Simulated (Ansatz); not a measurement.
A structure relaxed at PBE0-D4/def2-TZVP, charge 0, multiplicity 1:

| atom | x (Å) | y (Å) | z (Å) |
| --- | --- | --- | --- |
| C1 | 1.682 | -0.249 | -0.899 |
| Si2 | -0.149 | -0.047 | -1.233 |
| C3 | -1.177 | -0.735 | 0.166 |
| Al4 | -0.693 | -0.047 | 1.919 |
| S5 | -0.443 | 2.107 | 2.196 |
| H6 | 1.987 | 0.318 | -0.014 |
| H7 | 1.937 | -1.300 | -0.736 |
| H8 | 2.276 | 0.112 | -1.741 |
| H9 | -0.460 | 1.406 | -1.385 |
| H10 | -0.489 | -0.704 | -2.529 |
| H11 | -2.227 | -0.485 | -0.029 |
| H12 | -1.105 | -1.829 | 0.178 |
| H13 | -0.427 | -0.939 | 3.197 |
| H14 | -0.712 | 2.392 | 0.910 |

Question: Give its formula and SMILES.

Answer: C2H9AlSSi, `C[SiH2][CH2][AlH][SH]`.

Question: Point group (tolerance 0.08 Å, 0.16 Å for H)?

Answer: C1.

Question: Summarise the bond lengths by kind.

Answer: 2 × C–Si 1.867 to 1.873 Å; 5 × C–H 1.092 to 1.098 Å; 2 × H–Si 1.491 to 1.493 Å; 1 × Al–C 1.945 Å; 1 × Al–S 2.186 Å; 1 × Al–H 1.582 Å; 1 × H–S 1.345 Å.

Computed with Ansatz.
